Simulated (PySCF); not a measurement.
NaSn⁺ at MN15

Level: MN15. basis Na def2-SVP, Sn def2-SVP with ECP28; scalar-relativistic core potentials; PySCF 2.14.

For NaSn⁺, the state is ³Π (triplet), unpaired electrons σ ↑, π ↑ and the bond length is 3.424 Å. The harmonic wavenumber is 103 cm⁻¹ and the force constant is 0.122 mdyn/Å. The rotational constant Be is 0.07454 cm⁻¹ and the anharmonicity ωexe is 0.686 cm⁻¹. The vibration–rotation constant αe is 0.000669 cm⁻¹. The well depth De to Na⁺ + Sn is 49 kJ/mol. The dissociation energy D0 is 48 kJ/mol. The bond order (Mayer) is 0.40 and the dipole moment (positive dipole points towards Sn; it is taken about the centre of mass and depends on that origin) is -10.54 D.

These are scalar-relativistic numbers at best; spin–orbit coupling would shift them, the dissociation energy most. For an ion De counts to the pair picked by the measured ionisation energies or electron affinities, which need not be the lowest pair at this level. The state is the lowest determinant that a PBE0 search found; another state may lie lower at other levels.
